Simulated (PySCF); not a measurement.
**Electron correlation in Si⁺ (silicon, charge +1)**

[Ne] 3s2 3p1, 2P determinant. Calculation: PySCF 2.14, in def2-TZVP; no relativity, point nucleus. Frozen: [Ne]; 3 electrons correlated.

MP2 pair energies summed by pair of shells (mhartree):

| pair | energy | share (%) |
| --- | --- | --- |
| 3s-3s | -22.43 | 55.6 |
| 3s-3p | -17.90 | 44.4 |

Total MP2 correlation energy: -40.33 mhartree.

Same-spin part -2.62 and opposite-spin part -37.72 mhartree; SCS-MP2 scales them by 1/3 and 6/5 to -46.13 mhartree.

```json
{"level": "CCSD", "correlation energy (mhartree)": "-57.84"}
{"level": "(T)", "correlation energy (mhartree)": "-1.05"}
{"level": "CCSD(T)", "correlation energy (mhartree)": "-58.89"}
```

Diagnostics: T1 = 0.014, D1 = 0.0323, largest double amplitude 0.106.

Cost of the coupled-cluster step: 0.36 s of wall time on 1 thread of Neoverse-V1 (shared host), for 3 correlated electrons.
